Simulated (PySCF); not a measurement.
Two-component Hartree-Fock for Ti¹⁸⁺ (titanium, charge +18)

Start: [He] 2s2. Calculated with PySCF 2.14 in an uncontracted even-tempered set (17 s from 0.94 bohr⁻², ratio 2.6; 11 p from 1.2 bohr⁻², ratio 2.6; 7 d from 1.3 bohr⁻², ratio 2.8; 4 f from 27 bohr⁻², ratio 2.8): generalised Hartree-Fock with the X2C-1e Hamiltonian and a Gaussian nucleus; spin-orbit coupling (SO) screened by Boettger's factors.

```
spinor shell  electrons  ε, screened SO (eV)  weight of nominal j (screened SO)  rms radius, screened SO (bohr)
       1s1/2          2              -6028.6                              1.000                          0.0795
       2s1/2          2              -1340.6                              1.000                           0.314
```

```json
{"quantity": "E (hartree)", "screened SO": "-574.95832"}
{"quantity": "M_J", "screened SO": "0"}
{"quantity": "⟨J²⟩", "screened SO": "0.000"}
{"quantity": "⟨L²⟩", "screened SO": "0.000"}
{"quantity": "⟨S²⟩", "screened SO": "0.000"}
```
